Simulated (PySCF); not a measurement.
Si(F)2(OMe)(SH) (CH4F2OSSi), SMILES CO[Si](F)(F)S.

The structure is a stationary point at PBE0-D3(BJ)/def2-SVP. The structure was generated by enumeration, and PubChem lists no compound with its InChIKey, so it may never have been made. Other conformers were not sampled.

Calculation: PBE0-D3(BJ)/def2-SVP (PySCF 2.14.0).

Frequencies are harmonic and unscaled.

Computed harmonic wavenumbers and intensities:
| mode | ν (cm⁻¹) | IR (km/mol) | moving atoms (share of kinetic energy) |
|---|---|---|---|
| 1 | 67 | 2.3 | C 31 %, F 22 %, H 22 %, O 14 %, S 9 % |
| 2 | 99 | 0.3 | H 97 % |
| 3 | 134 | 1.2 | C 30 %, H 25 %, S 19 %, F 16 % |
| 4 | 163 | 18.7 | H 59 %, F 23 %, O 9 % |
| 5 | 200 | 6.4 | F 54 %, S 20 %, Si 9 %, H 8 % |
| 6 | 257 | 8.3 | H 32 %, F 29 %, O 21 %, S 14 % |
| 7 | 304 | 23.3 | F 61 %, Si 14 %, O 10 %, C 9 % |
| 8 | 329 | 40.7 | F 34 %, S 29 %, O 25 % |
| 9 | 371 | 18.3 | O 34 %, F 30 %, Si 19 % |
| 10 | 537 | 68.4 | Si 33 %, S 30 %, F 22 %, O 8 % |
| 11 | 733 | 11.4 | H 82 % |
| 12 | 805 | 205.1 | Si 37 %, F 20 %, O 19 %, H 11 %, C 10 % |
| 13 | 936 | 135.6 | Si 45 %, F 39 % |
| 14 | 992 | 150.9 | Si 50 %, F 48 % |
| 15 | 1176 | 80.8 | H 58 %, C 24 %, O 17 % |
| 16 | 1183 | 19.0 | H 72 %, C 20 % |
| 17 | 1237 | 246.2 | O 46 %, C 27 %, H 23 % |
| 18 | 1475 | 2.9 | H 91 % |
| 19 | 1476 | 4.3 | H 94 % |
| 20 | 1480 | 6.3 | H 96 % |
| 21 | 2713 | 1.7 | H 97 % |
| 22 | 3037 | 45.1 | H 97 % |
| 23 | 3127 | 20.9 | H 90 %, C 10 % |
| 24 | 3163 | 15.8 | H 90 %, C 10 % |
